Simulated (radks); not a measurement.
Values are calculated unless marked as measured or tabulated.
Valence configurations of Se II (all share [Ar]). Level of theory: scalar-relativistic Kohn-Sham, r2SCAN, spin-polarised, spherical densities, finite nucleus; open shells are filled with parallel spins first; meta-GGA in the generalised Kohn-Sham scheme; Fermi nuclear charge, rms radius 4.14 fm (a radial shooting solver on a logarithmic mesh with Libxc functionals). Order these by energy: 3d8 4s2 4p5; 3d8.5 4s1 4p5.5; 3d9.5 4s2 4p3.5; 3d10 4s2 4p3; 3d7 4s2 4p6; 3d9 4s2 4p4; 3d8.5 4s2 4p4.5; 3d10 4s1 4p4; 3d9.5 4s1 4p4.5; 3d8 4s1 4p6.

Answer. From the lowest, in eV above it: 3d10 4s2 4p3 0.000; 3d10 4s1 4p4 11.652; 3d9.5 4s2 4p3.5 26.558; 3d9.5 4s1 4p4.5 38.652; 3d9 4s2 4p4 55.150; 3d8.5 4s2 4p4.5 85.887; 3d8.5 4s1 4p5.5 98.921; 3d8 4s2 4p5 118.84; 3d8 4s1 4p6 132.32; 3d7 4s2 4p6 191.59. NIST lists [Ar] 3d10 4s2 4p3 as the ground configuration; this level of theory agrees among the configurations tried. The energies are those of spherical high-spin densities, not of single terms.
